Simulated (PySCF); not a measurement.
Job file and geometry (Å, from GFN2-xTB) of an NMR shielding run on SMILES C[n+]1cscc1OC(F)F, [C5H6F2NOS]+, GIAO PBE0/pcSseg-1 NMR shielding, non-relativistic, gas phase (PySCF); density fitting, a coarse starting grid and PySCF grid level 2 are the driver's defaults:

```
{"job": {"kind": "nmr", "xc": "PBE0", "basis": "pcSseg-1"}, "charge": 1, "multiplicity": 1}
C     -0.943585     0.082068     1.885548
N     -1.012281     0.256988     0.456380
C     -2.082606     0.652042    -0.217882
S     -1.828703     0.753470    -1.878405
C     -0.205491     0.242484    -1.674686
C      0.063725     0.020218    -0.359321
O      1.196874    -0.388041     0.261532
C      2.302663    -0.639176    -0.510715
F      2.038431    -1.589104    -1.418698
F      2.655559     0.454811    -1.200112
H     -1.904216     0.322263     2.333950
H     -0.677027    -0.949854     2.117546
H     -0.171400     0.732118     2.298895
H     -3.016879     0.882575     0.261931
H      0.453947     0.133218    -2.514878
H      3.123391    -0.957138     0.147505
```

Q: What does the program print?

A: 
```
coarse grid: 15096 points
cycle   1  E = -920.7464950311  dE =  2.397e+00  |g| = 8.886e-01  |ddm| = 3.797e+00
cycle   2  E = -920.6077071444  dE =  1.388e-01  |g| = 1.277e+00  |ddm| = 1.279e+00
cycle   3  E = -920.8863952936  dE = -2.787e-01  |g| = 1.470e-01  |ddm| = 7.880e-01
cycle   4  E = -920.8897853154  dE = -3.390e-03  |g| = 8.808e-02  |ddm| = 2.119e-01
cycle   5  E = -920.8917151128  dE = -1.930e-03  |g| = 1.438e-02  |ddm| = 8.444e-02
cycle   6  E = -920.8917503015  dE = -3.519e-05  |g| = 4.808e-03  |ddm| = 1.339e-02
cycle   7  E = -920.8917553234  dE = -5.022e-06  |g| = 1.607e-03  |ddm| = 5.344e-03
final grid: 145432 points
cycle   8  E = -920.9737346707  dE = -3.656e-05  |g| = 1.372e-02  |ddm| = 3.155e-02
cycle   9  E = -920.9736760945  dE =  5.858e-05  |g| = 2.144e-02  |ddm| = 2.708e-02
cycle  10  E = -920.9737739212  dE = -9.783e-05  |g| = 2.024e-03  |ddm| = 1.798e-02
cycle  11  E = -920.9737747386  dE = -8.174e-07  |g| = 4.680e-04  |ddm| = 1.521e-03
cycle  12  E = -920.9737747738  dE = -3.515e-08  |g| = 2.002e-04  |ddm| = 4.485e-04
cycle  13  E = -920.9737747825  dE = -8.672e-09  |g| = 6.804e-05  |ddm| = 2.148e-04
cycle  14  E = -920.9737747835  dE = -1.027e-09  |g| = 2.141e-05  |ddm| = 7.349e-05
cycle  15  E = -920.9737747836  dE = -9.368e-11  |g| = 5.783e-06  |ddm| = 1.910e-05
converged SCF energy = -920.9737747836

GIAO shielding tensors (ppm)
atom      isotropic    diamagn.    paramagn.     s11        s22        s33       span
  0 C      147.680     245.734     -98.055    123.840    133.677    185.522     61.682
  1 N       39.982     336.971    -296.988    -54.329      8.092    166.184    220.513
  2 C       26.023     254.941    -228.918    -66.827     17.436    127.459    194.285
  3 S      231.805    1055.014    -823.209     16.784    197.931    480.701    463.917
  4 C       69.697     261.965    -192.268      9.707     46.694    152.691    142.984
  5 C       32.692     252.563    -219.871    -39.339     50.631     86.783    126.122
  6 O      154.596     403.916    -249.320     90.900    147.269    225.619    134.719
  7 C       65.269     234.713    -169.445     53.299     67.435     75.072     21.773
  8 F      274.466     472.250    -197.784    173.468    300.203    349.727    176.259
  9 F      274.457     472.245    -197.788    173.463    300.225    349.683    176.220
 10 H       27.315      27.617      -0.302     21.762     26.621     33.562     11.800
 11 H       27.315      28.833      -1.519     22.295     25.994     33.655     11.361
 12 H       27.315      28.828      -1.513     22.300     25.986     33.660     11.360
 13 H       22.902      28.211      -5.310     19.031     23.887     25.787      6.756
 14 H       23.802      30.361      -6.559     18.168     25.207     28.031      9.864
 15 H       24.351      25.211      -0.860     20.689     22.320     30.045      9.357
```

Q: Turn these shieldings into chemical shifts. Chemical shifts δ = σref − σ; 13C (186.93 ppm) and 1H (31.72 ppm) against TMS; NH3 for 15N (267.73 ppm); 33S (503.73 ppm) against CS2; H2O for 17O (336.08 ppm); 19F (170.95 ppm) vs CFCl3, all at this level.

A: Averaging equivalent atoms: C 2: 160.9; C 5: 154.2; C 7: 121.7; C 4: 117.2; C 0: 39.2; N 1: 227.7; S 3: 272; O 6: 181.5; F 8/9: -103.5; H 13: 8.82; H 14: 7.91; H 15: 7.37; H 10/11/12: 4.40 ppm. Unscaled 19F shifts against computed CFCl3 carry errors that often reach 10 to 50 ppm. Experimental scales use liquid or dissolved standards, which lie at an offset from isolated NH3 (liquid NH3: subtract about 20 ppm) and H2O (liquid H2O: subtract about 36 ppm). Unscaled 15N shifts of sp2 nitrogen come out 20 to 40 ppm too high even then.

Size and cost of the density-fitted run: 207 basis functions, 36 s wall time on 1 thread of an Arm Neoverse V1, shared host.
